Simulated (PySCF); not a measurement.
**Simulated characterisation data**

PySCF calculation with PBE0/pcSseg-1 with gauge-including orbitals and GFN2-xTB geometry; no relativistic terms, single conformer, in vacuum, averaged over atoms made equivalent by symmetry, fast rotation or ring inversion.

Shifts are taken against calculated references (same method and geometry level): TMS for ¹H (σ = 31.72 ppm) and ¹³C (σ = 186.93 ppm). Splittings of carbon signals by F and P are missing where no couplings were computed. Where no couplings were computed, multiplicities follow the n + 1 count of equivalent neighbours, and m marks all less simple cases (inequivalent or close neighbours, rings, F or P nearby). Shifts are as computed. Against solution values, carbons near 30 ppm lie about +3 ppm off and those near 130 ppm about +5 ppm. Of 1211 compounds with measured shifts, 218 miss one by over three times the rms of a fit or turn the order of signals round; such compounds aren't used in these exercises. OH and NH positions are gas-phase values without hydrogen bonding to other molecules.

Compound 1 (C$_{4}$H$_{11}$FO$_{2}$Si). ¹H NMR (500 MHz, computed): δ 5.13 (m, 1H), 4.86 (s, 3H), 3.97 (m, 1H), 3.83 (s, 3H), 1.31 (d, 3H). ¹³C{¹H} NMR (computed): δ 117.0, 73.3, 56.4, 20.7. Structure: SMILES CO[C@@H](F)[C@@H](C)O[SiH3].

Compound 2 (C$_{5}$H$_{12}$ClNSi$_{2}$). ¹H NMR (500 MHz, computed): δ 6.26 (m, 1H), 6.01 (m, 1H), 5.10 (m, 1H), 4.72 (s, 3H), 2.56 (m, 1H), 2.54 (m, 1H), 2.44 (m, 1H), 0.97 (m, 1H), 0.63 (m, 1H), -0.68 (br s, 1H). ¹³C{¹H} NMR (computed): δ 137.7, 136.3, 44.1, 24.4, 11.8. Structure: SMILES [SiH3]N[C@@H]1C=CCC[Si@H]1Cl.

Compound 3 (C$_{10}$H$_{10}$O). ¹H NMR (500 MHz, computed): δ 10.18 (s, 1H), 8.19 (d, 2H), 7.82 (d, 2H), 5.74 (m, 1H), 5.62 (m, 1H), 2.32 (s, 3H). ¹³C{¹H} NMR (computed): δ 195.3, 154.7, 153.3, 139.7, 137.0, 131.4, 123.2, 24.5. Structure: SMILES C=C(C)c1ccc(C=O)cc1.
